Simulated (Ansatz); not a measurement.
This geometry of FH5NOSi (9 atoms, charge 1, multiplicity 1) is a first-order saddle point.

The calculation used RKS PBE-D4/def2-SVP (Ansatz).

```xyz
9
Properties=species:S:1:pos:R:3
N -0.932 1.165 -0.462
Si 0.379 0.429 0.263
O 0.350 -1.451 -0.067
F 0.213 0.269 1.855
H -1.852 1.258 -0.020
H -0.881 1.618 -1.380
H 1.726 0.698 -0.278
H 1.117 -1.925 -0.460
H -0.119 -2.060 0.549
```

Problem. Which two structures does it join? (They come from a converged band through this point; their orientation in space is the band's.)

Solution. No bond is made or broken. The dihedral F4–Si2–O3–H9 goes from -18 to 140°. The two ends are copies of one structure, up to a mirror image or an exchange of like atoms.

Initial state:

```xyz
9
Properties=species:S:1:pos:R:3
N -0.837 1.031 -0.589
Si 0.426 0.448 0.344
O 0.420 -1.411 0.028
F 0.179 0.272 1.925
H -1.826 0.976 -0.322
H -0.673 1.714 -1.336
H 1.790 0.856 -0.038
H -0.023 -1.811 -0.753
H 0.545 -2.075 0.742
```

Final state:

```xyz
9
Properties=species:S:1:pos:R:3
N -0.836 1.033 -0.591
Si 0.425 0.449 0.343
O 0.419 -1.411 0.031
F 0.174 0.268 1.923
H -1.825 0.974 -0.328
H -0.672 1.719 -1.336
H 1.791 0.856 -0.036
H 0.529 -2.073 0.751
H -0.005 -1.815 -0.758
```

Problem. How far does it lie above each of them?

Solution. 5.2 kJ/mol above the first and 5.2 kJ/mol above the second. This is the barrier of this one path; another mechanism may lie lower.

The run took 4.4 min on 1 thread of AMD EPYC (Zen 3), on a shared host, peak memory 0.13 GiB.
